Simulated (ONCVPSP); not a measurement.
## cadmium, ONCV: configuration errors across variants

cadmium (Cd), optimised norm-conserving Vanderbilt (ONCV), made with ONCVPSP 4.0.1 (PBEsol, scalar-relativistic). Core [Ar] 3d10, reference 4s2 4p6 4d10 5s1 (charge +1). Waves: 4s+5s: rc 1.70 bohr, ncon 3, nbas 6, qcut 8 1/bohr, 2 projectors; 4p: rc 1.05 bohr, ncon 5, nbas 8, qcut 8.5 1/bohr, 1 projector; 4d: rc 1.05 bohr, ncon 5, nbas 9, qcut 15.6 1/bohr, local. Local part: the d channel. Core correction: none.

All-electron excitation energies from the reference (eV): (1) 4s2 4p6 4d10 5s2 -9.309; (2) 4s2 4p6 4d10 5s0 17.097; (3) 4s2 4p6 4d9 5s0 55.095; (4) 4s2 4p6 4d10 5s1 5p1 -4.580.

1 further variants failed, have other tests or too few solved ones, and are left out.

A true bound ghost makes a file unfit for plane-wave use even where its test errors are small: the radial tests pick states by their node count and pass the ghost by.

Errors AE − PS in meV (a dash: test not solved or not reliable):

```tsv
change	(1)	(2)	(3)	(4)	bound ghosts	GHOST(+) flags above zero
base	+1.3	-3.6	-6.3	+14	none	none
p: qcut 8.2	+1.2	-3.6	-6.2	+15	none	none
s: qcut 11; p: qcut 11.7; d: qcut 21.5	+1.4	-3.3	-5.8	+8.8	none	none
d: nbas 10	+1.3	-3.6	-6.3	+14	none	none
all radii scaled by about 0.82 (s 1.40, p 0.86, d 0.86 bohr)	+1.3	-3.0	-0.4	+23	none	s
d: qcut 12	+1.2	-3.6	-6.5	+13	none	none
p: nproj 3	+1.2	-3.6	-6.5	+0.8	p	none
```

(1) Give the same row for: d: nproj 1; local potential polynomial inside 0.75 bohr (lpopt 1, dvloc0 4 Ha).

Answers

(1) +1.3, -3.6, -4.2, +46; bound ghosts: none; GHOST(+) flags above zero: s.
